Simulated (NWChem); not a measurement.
Spin states of H3BN

```xyz
5

B     -0.7819     0.3514     0.0000
N      0.5141    -0.1151     0.0000
H     -1.7711    -0.3425     0.0000
H      0.7572    -1.1025     0.0000
H      1.3243     0.4934     0.0000
```
Charge 0, spin multiplicity 2.

All runs are NWChem calculations. The geometry was optimised at UPBE0/def2-SVP, a minimum by its harmonic frequencies. It is one conformer; others weren't searched.

Basis set: def2-TZVP. The gap is E(quartet) − E(doublet) at the geometry of the doublet, so a negative value puts the higher spin lower. Open shells are unrestricted, coupled cluster uses restricted open-shell references. The quartet is the single determinant that the SCF runs reached, with unpaired electrons in orbitals of symmetry a" and a" and a' (Cs labels); it need not be the lowest quartet, which in molecules with degenerate π orbitals can need several determinants.

```json
[
 {"method": "B3LYP", "vertical doublet-quartet gap (kcal/mol)": "147.4", "relative cost": "1", "difference from CCSD(T)": "+1.5"},
 {"method": "B2PLYP", "vertical doublet-quartet gap (kcal/mol)": "148.4", "relative cost": "under 3", "difference from CCSD(T)": "+2.5"},
 {"method": "r2SCAN", "vertical doublet-quartet gap (kcal/mol)": "140.2", "relative cost": "under 3", "difference from CCSD(T)": "-5.7"},
 {"method": "HF", "vertical doublet-quartet gap (kcal/mol)": "121.0", "relative cost": "under 3", "difference from CCSD(T)": "-24.9"},
 {"method": "MP2", "vertical doublet-quartet gap (kcal/mol)": "149.6", "relative cost": "under 3", "difference from CCSD(T)": "+3.7"},
 {"method": "CCSD(T)", "vertical doublet-quartet gap (kcal/mol)": "145.9", "relative cost": "10", "difference from CCSD(T)": "0.0"}
]
```

The values span 28.7 kcal/mol, from HF (lowest) to MP2 (highest). The cost column gives rough processor time relative to B3LYP; each entry includes its own SCF.

The correlated methods keep 2 core orbitals frozen. B3LYP has NWChem's definition, with VWN1-RPA local correlation. The structure started from a generated list of species. The unpaired electrons of the parent sit in orbitals of symmetry a' (Cs labels of the run); other states weren't searched. No SCF solution was tested for a lower state. Open-shell Hartree-Fock references start from PBE0 orbitals; any time given for them includes that run. No row is a measurement; the coupled-cluster row has its own basis-set and correlation limits.
